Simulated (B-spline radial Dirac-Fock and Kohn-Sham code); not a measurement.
**X-ray form factors of germanium in several charge states**

Method: configuration-average Dirac-Fock orbitals. Computed with a B-spline atomic structure program.

Configurations: Ge¹⁵⁺ [Ne] 3s2 3p5; Ge¹⁷⁺ [Ne] 3s2 3p3; Ge¹⁸⁺ [Ne] 3s2 3p2; Ge²⁰⁺ [Ne] 3s2; Ge²¹⁺ [Ne] 3s1. The first column is f₀ of Ge¹⁵⁺, the others are differences from it.

```csv
s (Å⁻¹),Ge¹⁵⁺,Δ Ge¹⁷⁺,Δ Ge¹⁸⁺,Δ Ge²⁰⁺,Δ Ge²¹⁺
0,17.000,-2.000,-3.000,-5.000,-6.000
0.1,16.801,-1.944,-2.918,-4.871,-5.848
0.2,16.226,-1.784,-2.685,-4.500,-5.411
0.3,15.343,-1.545,-2.333,-3.939,-4.749
0.4,14.247,-1.257,-1.910,-3.259,-3.942
0.5,13.042,-0.957,-1.465,-2.537,-3.083
0.7,10.685,-0.431,-0.678,-1.233,-1.516
0.9,8.784,-0.101,-0.173,-0.363,-0.455
1.1,7.455,+0.036,+0.045,+0.042,+0.050
1.4,6.218,+0.037,+0.058,+0.102,+0.134
```
